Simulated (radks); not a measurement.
The mean radii <r> (bohr) of the occupied orbitals of an atom or ion are listed with their occupations. Method: scalar-relativistic Kohn-Sham, SCAN, spin-unpolarised, spherical densities, finite nucleus; meta-GGA in the generalised Kohn-Sham scheme; Fermi nuclear charge, rms radius of each element as measured or else 0.836 A^(1/3) + 0.57 fm; computed with a radial shooting solver on a logarithmic mesh with Libxc functionals.

orbital  occ.      <r>
1s          2  0.02842
2s          2   0.1225
2p          6   0.1071
3s          2   0.3288
3p          6   0.3270
3d         10   0.3034
4s          2   0.7513
4p          6   0.7886
4d          3   0.8523

Name the element and its charge.

Answer. Z = 51, antimony, charge +12: Sb12+ in [Kr] 4d3. The 1s radius gives Z: for a bare nucleus <r> = (2 gamma + 1)/(2Z) with gamma = sqrt(1 - (Z/c)^2), 0.028 bohr for Z = 51, and screening makes it slightly larger (0.02842 here). The occupations add up to 39, and the charge is Z minus that.
